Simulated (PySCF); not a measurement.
Screening by computed properties: pick the candidate that meets the target.

All species are isolated and taken at one optimised geometry, non-relativistic unless stated; the electronic structure was computed with PySCF and density fitting.

The conformers computed, where there is a choice (atom-mapped SMILES and torsion angles):
- `[CH3:1][O:2][C@@:3]([F:4])([SiH3:5])[CH2:6][SiH3:7]`: C1–O2–C3–F4 64°, O2–C3–C6–Si7 177°
- `[CH3:1][N:2]([NH2:3])[SiH:4]([CH3:5])[CH3:6]`: C1–N2–Si4–C5 -166°, H–N3–N2–C1 63°, H–N3–N2–C1 -55°
- `[O:1]=[S:2](=[O:3])([Cl:4])[CH:5]([F:6])[F:7]`: O1–S2–C5–F6 173°
- `[CH2:1]=[CH:2][CH2:3][N:4]1[SiH2:5][NH:6][SiH2:7]1`: C1–C2–C3–N4 120°, C2–C3–N4–Si5 85°

(1) Wanted: HOMO energy above -6.3 eV (B3LYP/def2-SVPD) and electronic spatial extent ⟨r²⟩ about the centre of nuclear charge below 1300 bohr² (B3LYP/def2-SVPD), at GFN2-xTB geometries. Which candidate meets both?
A. `CO[C@@](F)([SiH3])C[SiH3]`
B. `CN(N)[SiH](C)C`
C. `O=S(=O)(Cl)C(F)F`
D. `C=CCN1[SiH2]N[SiH2]1`

(2) Wanted: dipole moment below 1.6 D (B3LYP/def2-SVPD) and lowest triplet excitation (Tamm–Dancoff) below 4.7 eV (TDA B3LYP/def2-SVPD), at GFN2-xTB geometries. Which candidate meets both?
A. `CN(N)[SiH](C)C`
B. `CO[C@@](F)([SiH3])C[SiH3]`
C. `O=S(=O)(Cl)C(F)F`
D. `C=CCN1[SiH2]N[SiH2]1`

(3) Wanted: static isotropic polarisability between 70 au and 98 au (B3LYP/def2-SVPD) and lowest singlet excitation below 6 eV (TDDFT B3LYP/def2-SVPD), at GFN2-xTB geometries. Which candidate meets both?
A. `CN(N)[SiH](C)C`
B. `CO[C@@](F)([SiH3])C[SiH3]`
C. `C=CCN1[SiH2]N[SiH2]1`
D. `O=S(=O)(Cl)C(F)F`

Results:

(1) B. Computed values:
| species | HOMO energy | electronic spatial extent ⟨r²⟩ about the centre of nuclear charge |
| --- | --- | --- |
| O=S(=O)(Cl)C(F)F | -9.40 eV | 866 bohr² |
| CO[C@@](F)([SiH3])C[SiH3] | -7.78 eV | 1319 bohr² |
| C=CCN1[SiH2]N[SiH2]1 | -6.34 eV | 1250 bohr² |
| CN(N)[SiH](C)C | -6.19 eV | 878 bohr² |

(2) D. Computed values:
```
                  species  dipole moment  lowest triplet excitation (Tamm–Dancoff)
     C=CCN1[SiH2]N[SiH2]1         0.41 D                                   4.39 eV
           CN(N)[SiH](C)C         1.55 D                                   5.38 eV
CO[C@@](F)([SiH3])C[SiH3]         1.71 D                                   6.75 eV
         O=S(=O)(Cl)C(F)F         2.23 D                                   5.07 eV
```

(3) A. Computed values:
```csv
species,static isotropic polarisability,lowest singlet excitation
O=S(=O)(Cl)C(F)F,57.2 au,5.67 eV
CN(N)[SiH](C)C,83.2 au,5.51 eV
CO[C@@](F)([SiH3])C[SiH3],96.9 au,6.96 eV
C=CCN1[SiH2]N[SiH2]1,99.1 au,4.56 eV
```
